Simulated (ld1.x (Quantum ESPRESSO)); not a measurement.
**Ta: one change to a TM potential, before and after**

| Quantity | Value |
| --- | --- |
| Element | Ta |
| Generator | ld1.x (Quantum ESPRESSO) 7.5 |
| Type | norm-conserving Troullier–Martins (Kleinman–Bylander form) |
| Functional | LDA (PZ) |
| Relativity | scalar-relativistic |
| Frozen core | [Xe] 4f14 |
| Valence charge | 5 |
| Reference configuration | 5d3 6s0.5 6p0 (charge +1.5) |
| Partial waves | 6s (bound): rc 2.35 bohr; 6p (bound, empty): rc 3.20 bohr; 5d (bound): rc 2.85 bohr |
| Local potential | the d channel |
| Core correction | Bessel-smoothed model core inside 2.00 bohr |

Change: wave 5d (bound): rc 2.85 bohr becomes 5d (bound): rc 4.02 bohr.

Cutoffs: the cutoffs (Ry, on a coarse ladder) from which the occupation-weighted sum of valence levels, in a spherical-Bessel basis at the reference potential, stays within 10 and 1 mRy of its value at 400 Ry; they do not see the model core or the augmentation charge, which bear on the density cutoff. Errors are all-electron minus pseudo energies relative to the spin-unpolarised reference configuration.

Q: How do hardness, ghosts and transferability respond?

A: The potential gets softer (21 Ry and 30 Ry → 15 Ry and 18 Ry); the bound ghosts move from p, s to s; the number of tests that count goes from 8 to 9; of the 8 tests that both files solve, the error grows in 6 and shrinks in 2 by more than 15 % and 0.3 meV (median size 31.8 → 21.7 meV). A larger radius leaves more room for a smooth pseudo-wave, so fewer plane waves are needed.

| quantity | base | changed |
| --- | --- | --- |
| cutoff, loose | 21 Ry | 15 Ry |
| cutoff, tight | 30 Ry | 18 Ry |
| loose cutoff by channel (10 mRy a level) | s 10 Ry, d 18 Ry | s 10 Ry, d 12 Ry |
| bound ghosts | s, p | s |
| tests counted (converged, no solver errors) | 8 of 9 | 9 of 9 |
| error for 5d3 6s2 6p0, meV [ΔE -15.50 eV] | -8.4 | +15 |
| error for 5d3 6s1 6p0, meV [ΔE -6.80 eV] | -0.1 | -8.1 |
| error for 5d3 6s0 6p0, meV [ΔE 8.51 eV] | -6.0 | -14 |
| error for 5d3 6s0 6p1, meV [ΔE -1.61 eV] | -1.9 | -3.4 |
| error for 5d1 6s0 6p0, meV [ΔE 67.80 eV] | -643 | +218 |
| error for 5d2 6s0 6p0, meV [ΔE 32.44 eV] | -145 | -29 |
| error for 5d3 6s0.5 6p0 (spin-polarised), meV [ΔE -1.65 eV] | +92 | +211 |
| error for 5d3 6s2 6p0 (spin-polarised), meV [ΔE -16.54 eV] | +55 | +68 |

Base: Tests not counted: 5d3 6s0 6p2 (solver errors, printed error +496 meV). These tests converged, but a pseudo level misses the all-electron one widely, so the file describes the atom poorly there or has found another state: 5d2 6s0 6p0: empty 6p by 4.4 eV. A true bound ghost makes a file unfit for plane-wave use even where its test errors are small: the radial tests pick states by their node count and pass the ghost by.
